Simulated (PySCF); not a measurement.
C$_{6}$H$_{6}$O$_{2}$S: calculation and literature

Geometry (Å), atoms numbered from 1 in this order:
```xyz
15

C     3.0336   -0.0633    0.7291
O     1.6410    0.1848    0.7771
C     0.8810   -0.5928   -0.0051
O     1.3199   -1.4589   -0.7189
C    -0.5436   -0.2597    0.1181
C    -1.5726   -0.8888   -0.5460
C    -2.8386   -0.3437   -0.2227
C    -2.7433    0.6888    0.6805
S    -1.1261    1.0019    1.1416
H     3.4180    0.0532   -0.2950
H     3.2615   -1.0845    1.0693
H     3.5000    0.6708    1.3962
H    -1.3909   -1.7132   -1.2362
H    -3.7847   -0.6944   -0.6363
H    -3.5543    1.2846    1.0988
```

Published estimates (parent shift plus substituent increments) and measurements: δ ¹H H13 7.79; H15 7.53; H14 7.09 ppm (estimated from measurements, as parent shift plus tabulated substituent increment; solution, not stated per compound (mostly CDCl3 or CCl4); Pretsch, Buehlmann, Badertscher, Structure Determination of Organic Compounds, 4th ed. (2009)).

Theory: σ from GIAO-HF/pcSseg-1, structure optimised with PBE0-D3(BJ)/def2-SVP, in PySCF 2.14.0 with density-fitted response routines (one conformer, relativity neglected, in vacuum, averaged over atoms made equivalent by symmetry, fast rotation or ring inversion).

Problem. Set the calculated values beside the experiment.

Solution. 
Reference values: estimated from measurements, as parent shift plus tabulated substituent increment (solution, not stated per compound (mostly CDCl3 or CCl4); Pretsch, Buehlmann, Badertscher, Structure Determination of Organic Compounds, 4th ed. (2009)).
| atoms | quantity | reference | computed |
| --- | --- | --- | --- |
| H13 | δ ¹H | 7.79 | 8.42 |
| H15 | δ ¹H | 7.53 | 7.64 |
| H14 | δ ¹H | 7.09 | 7.15 |

Computed shifts are σ(ref) − σ with the named reference compound (TMS for H and C) calculated as an isolated molecule at the same level.

Problem. How far are the unscaled ¹H shifts from the references?

Solution. Mean signed difference +0.27 ppm, mean absolute 0.27 ppm over 3 comparisons; the largest is +0.63 ppm at H13 (hydrogen on an aromatic CH).

3 of the 6 published NMR values on file for this molecule are compared.
